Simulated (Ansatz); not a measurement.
Z-matrix (Å, degrees):
```
Ge
P 1 2.348
H 1 1.538 2 109.6
H 1 1.544 2 108.1 3 118.4
H 1 1.536 2 111.2 3 -121.1
O 2 1.639 1 99.8 3 -74.5
O 2 1.655 1 93.7 3 -178.7
H 6 0.964 2 114.5 1 -43.8
H 7 0.962 2 110.6 1 -160.5
```

Charge 0, multiplicity 1.

(1) List the CAM-B3LYP/def2-TZVPP orbital energies in eV (Ansatz). (An estimate is asked.)

## Answers

(1) Computed: Occupied: -10851.98, -2100.46, -1356.27, -1207.22, -1207.21, -1207.21, -523.15, -523.11, -181.45, -171.06, -131.49, -131.43, -131.30, -121.36, -121.34, -121.34, -34.94, -34.92, -34.91, -34.86, -34.85, -30.89, -29.92, -19.61, -17.40, -16.67, -13.93, -13.31, -13.16, -11.32, -11.17, -10.78, -10.49, -7.93. Lowest empty: 0.77, 1.11, 1.70, 1.93, 2.84, 3.04, 3.08, 4.19.
